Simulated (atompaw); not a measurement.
**An all-electron radial function and its pseudo partner (Ta)**

Columns: radius, all-electron u(r) and pseudo u(r) of the 6p shell (level -1.39 eV) of tantalum in the configuration [Kr] 4d10 4f14 5s2 5p6 5d3 6s2 6p0; PBE, scalar-relativistic, PAW (atompaw) scheme, atompaw 4.2.0.5.

| r (bohr) | all-electron | pseudo |
| --- | --- | --- |
| 0.096 | -0.0296 | -0.0025 |
| 0.192 | -0.0513 | -0.0098 |
| 0.288 | 0.0676 | -0.0214 |
| 0.385 | 0.1143 | -0.0363 |
| 0.481 | 0.0742 | -0.0529 |
| 0.577 | -0.0038 | -0.0700 |
| 0.673 | -0.0822 | -0.0860 |
| 0.769 | -0.1430 | -0.0993 |
| 0.865 | -0.1807 | -0.1086 |
| 0.962 | -0.1963 | -0.1126 |
| 1.058 | -0.1928 | -0.1106 |
| 1.154 | -0.1747 | -0.1019 |
| 1.250 | -0.1459 | -0.0868 |
| 1.346 | -0.1098 | -0.0653 |
| 1.442 | -0.0691 | -0.0382 |
| 1.538 | -0.0261 | -0.0063 |
| 1.635 | 0.0182 | 0.0294 |
| 1.731 | 0.0616 | 0.0671 |
| 1.827 | 0.1038 | 0.1059 |
| 1.923 | 0.1442 | 0.1445 |
| 2.019 | 0.1824 | 0.1821 |
| 2.115 | 0.2182 | 0.2179 |
| 2.212 | 0.2518 | 0.2517 |
| 2.308 | 0.2826 | 0.2825 |
| 2.404 | 0.3108 | 0.3108 |
| 2.500 | 0.3365 | 0.3365 |

Task: How many radial nodes do the two functions have?

Result: The all-electron 6p function has n − l − 1 = 4 (the table is too coarse to show those close to the nucleus); the pseudo-wave has 1, since 1 lower shell of the same l stays in the valence.

Task: Is the pseudo-wave norm-conserving?

Result: No, it belongs to a PAW set: the norm inside the radius is not constrained, and the difference is carried by the augmentation charge.
